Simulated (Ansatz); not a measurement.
Relaxation of CH3ClOSi (7 atoms, charge 0, multiplicity 1), to a largest force component of 0.02 eV/Å in at most 50 steps.

Method: Ansatz, UKS PBE0-D4/def2-SVP.

```xyz
7
Properties=species:S:1:pos:R:3:forces:R:3
Cl -0.631 -1.725 1.423 -0.29 -0.39 -0.07
C 0.361 -0.748 0.386 -0.55 1.27 -0.39
O 0.031 -0.619 -1.010 1.01 -2.33 0.32
Si -0.169 0.857 -0.300 -2.47 1.00 0.08
H 1.400 -0.812 0.678 0.67 -0.58 -0.30
H -1.698 1.143 -0.414 1.21 0.26 0.42
H 0.767 1.836 -0.808 0.42 0.76 -0.07
```

Task: Where does it end, and by what steps?

Result: The forces met the threshold. After 6 steps the energy has fallen by 0.372 eV; O3 moved furthest, 0.16 Å.

```csv
step,energy less start (eV),largest force component (eV/Å),accepted
0,0.0000,2.474,yes
1,-0.3414,0.665,yes
2,-0.3637,0.459,yes
3,-0.3517,0.911,no
4,-0.3713,0.073,yes
5,-0.3721,0.032,yes
6,-0.3722,0.012,yes
```

```xyz
7
Properties=species:S:1:pos:R:3
Cl -0.702 -1.712 1.373
C 0.385 -0.690 0.411
O 0.149 -0.720 -0.982
Si -0.219 0.837 -0.390
H 1.422 -0.900 0.702
H -1.653 1.195 -0.308
H 0.680 1.923 -0.851
```

The run took 16 s on 2 threads of Arm Neoverse V2, on a shared host, peak memory 0.21 GiB.
